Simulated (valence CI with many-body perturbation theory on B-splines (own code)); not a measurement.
# Run record, Te13+

Calculated by configuration interaction combined with many-body perturbation theory (CI+MBPT): three valence electrons over a frozen Dirac-Fock core [Kr], a basis of 6 s, 6 p, 5 d, 5 f, 1 g functions for each j, with the one-electron correlation potential Σ1 (screened to all orders), the two-electron term Σ2, the three-electron term Σ3, Breit, model QED; selected single and double excitations, second order for the rest, scaled by the run's own slope (own B-spline code, finite nucleus).

Command, and the settings that its task file holds:

```sh
python run_cv.py task.json out
```

```
atom Te  Z=52  mass_number=130  rms_radius_fm=4.7423
core [Kr]
valence 4d3
avg = 1
basis = S
breit = 1
cap = 10000
capref = 1200
cscale = 1
de = 0.0
dress = 0
ecut = 14.22
eps = 2e-08
extrap = 1
h = 0.27
hh = 1
l2 = 3
lcore = 6
maxit = 60
n2 = 5
natural = 1
nlev = 20
nno = [3, 3, 3, 3, 1]
nroot = 26
nsp = [3, 3, 2, 2, 0]
pt2 = 1
qed = 1
rpa = 1
s1 = 1
s2 = 1
s3 = 1
screen = 1
tol = 2e-05
whole = 1
```

It took 19 s on 1 thread of Arm Neoverse V2, with other jobs on the host.

Log. The first blocks belong to the next ion, which gives the ionisation energy. Fields: 2J, parity (1 odd), roots, reference size, generating configurations, candidates as configurations/state functions, variational space P, stored matrix elements, Davidson steps; e2 is the range of second-order energies in hartree. The first line gives the box (bohr), its intervals, the orbitals and the steps of their self-consistent field. Window is the range of levels sought, series limit the energy at which the first omitted orbital would enter, core excitation an estimate of the first excitation out of the core, left out the lowest levels not solved, and shifts from estimates the range by which levels moved from their first estimate, all in cm⁻¹.

```
rmax 10.7 intervals 62 orbitals 40 references ['4d3', '4d2 5s', '4d2 4f', '4d2 5p'] scf 5 t 1.1
2J=4 par=0 roots 2 ref 42 generators 3 cand 277/277 P 319/319 nnz 0 it 0
2J=4 par=0 roots 2 ref 42 generators 8 cand 14/14 P 333/333 nnz 0 it 0
   second order: generators 14 cand 2/2 e2 -0.00000 -0.00000
2J=6 par=0 roots 2 ref 32 generators 4 cand 233/233 P 265/265 nnz 0 it 0
2J=6 par=0 roots 2 ref 32 generators 12 cand 10/10 P 275/275 nnz 0 it 0
   second order: generators 17 cand 7/7 e2 -0.00000 -0.00000
2J=8 par=0 roots 2 ref 24 generators 2 cand 184/184 P 208/208 nnz 0 it 0
2J=8 par=0 roots 2 ref 24 generators 7 cand 12/12 P 220/220 nnz 0 it 0
   second order: generators 13 cand 0/0 e2 -0.00000 -0.00000
reference levels 432, estimated 19, window 103235 1/cm; series limit 1541996, core excitation 590190
2J=3 par=0 roots 5 ref 42 generators 9 cand 123/310 P 783/1920 nnz 0 it 4
2J=3 par=0 roots 5 ref 42 generators 10 cand 165/524 P 948/2444 nnz 0 it 5
   second order: generators 21 cand 1811/4049 e2 -0.00001 -0.00000
2J=5 par=0 roots 5 ref 48 generators 6 cand 129/347 P 759/2126 nnz 0 it 4
2J=5 par=0 roots 5 ref 48 generators 8 cand 168/672 P 927/2798 nnz 1.7e+06 it 6
   second order: generators 19 cand 2271/5945 e2 -0.00001 -0.00000
2J=7 par=0 roots 3 ref 41 generators 3 cand 156/407 P 680/1869 nnz 0 it 4
2J=7 par=0 roots 3 ref 41 generators 7 cand 127/503 P 807/2372 nnz 0 it 5
   second order: generators 11 cand 1313/3711 e2 -0.00001 -0.00000
2J=9 par=0 roots 3 ref 33 generators 4 cand 117/283 P 613/1497 nnz 0 it 5
2J=9 par=0 roots 3 ref 33 generators 8 cand 82/303 P 695/1800 nnz 0 it 6
   second order: generators 13 cand 1566/4289 e2 -0.00001 -0.00000
2J=1 par=0 roots 2 ref 24 generators 4 cand 118/185 P 663/1052 nnz 0 it 0
2J=1 par=0 roots 2 ref 24 generators 6 cand 154/280 P 817/1332 nnz 0 it 4
   second order: generators 12 cand 834/1252 e2 -0.00001 -0.00000
2J=11 par=0 roots 1 ref 19 generators 1 cand 67/172 P 427/928 nnz 0 it 0
2J=11 par=0 roots 1 ref 19 generators 5 cand 91/276 P 518/1204 nnz 0 it 0
   second order: generators 9 cand 1156/2806 e2 -0.00001 -0.00001
left out: unestimated 692580, estimated none, shifts from estimates -18 to 2
operators 2.2
```

The Davidson iterations converged. The settings are bad on purpose, so the numbers may not be properties of the ion.

No measured spectrum was set against this ion. As an estimate, terms of the open shell hold to 2 to 4 % of their energy, and close levels can change places. Only levels of the ground parity were solved; by the run's estimate the other parity begins above the list, which can be wrong where configurations are misplaced.

| Property | Result |
| --- | --- |
| Valence energy | -36.1338 hartree |
| Ionisation energy | 299.57 eV (NIST: 299 ± 3 eV (theoretical)) |
| Reference configurations for the orbitals | 4d3, 4d2 5s, 4d2 4f, 4d2 5p |
| Radial orbitals | 40 |
| Box radius | 10.67 bohr |
| Largest variational space | 2798 |
| Lowest levels | 4d3 4F_3/2 0.0, 4d3 4F_5/2 8169, 4d3 4F_7/2 15625, 4d3 4F_9/2 21458, 4d3 4P_3/2 25381, 4d3 4P_1/2 28273, 4d3 2G_7/2 36339, 4d3 2H_9/2 37453, 4d3 4P_5/2 39010, 4d3 2D_3/2 [a] 44918, 4d3 2P_1/2 47916, 4d3 2H_11/2 50929, 4d3 2D_5/2 [a] 55689, 4d3 2G_9/2 56663 cm⁻¹ |

Names give the largest LS component (configuration and term), which can be under half, so a name can repeat, a term be missing and a line seem to break the LS rules; names also repeat where a configuration has a term twice. Letters in brackets count levels of one name in rising energy.
